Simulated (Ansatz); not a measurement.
**Worked example: C2H3FSi + SiF3 → C2H3Si + SiF4**

Species: C2H3FSi `C#C[SiH2]F`, singlet; SiF3 (trifluorosilyl) `F[Si](F)F`, doublet; C2H3Si `C#C[SiH2]`, doublet; SiF4 (silicon tetrafluoride) `F[Si](F)(F)F`, singlet. A radical takes F: the energy is the difference in strength between two Si–F bonds in different surroundings.

Shapes, held fixed at every level: PBE0-D4/def2-TZVP. Programs: Ansatz 0.2.0. The zero-point and thermal change to 298 K, harmonic and unscaled (PBE0-D4/def2-TZVP), is -2.7 kJ/mol.

At CCSD(T)/CBS estimate; 1 Eh = 2625.50 kJ/mol:

| species | energy (Eh) |
| --- | --- |
| C2H3FSi | -466.783693 |
| SiF3 | -588.597718 |
| C2H3Si | -366.866644 |
| SiF4 | -688.534523 |

Problem. Work out ΔH(298 K) of the reaction at this level.

Solution. 
1. Products less reactants: (-366.866644) + (-688.534523) − [(-466.783693) + (-588.597718)] = -0.019756 Eh = -51.9 kJ/mol.
2. With the thermal change: -51.9 + (-2.7) = -54.6 kJ/mol.

Other levels give -61.7 (r2SCAN0-D4/def2-TZVPP) to -49.6 kJ/mol (PBE-D4/def2-TZVPP). No measured value is set beside it here. Spin contamination: C2H3Si (⟨S²⟩ up to 0.85). Open shells run unrestricted. The CBS estimate extrapolates MP2 from def2-TZVPP and def2-QZVPP and adds CCSD(T) − MP2 in the triple-zeta set, cores frozen.
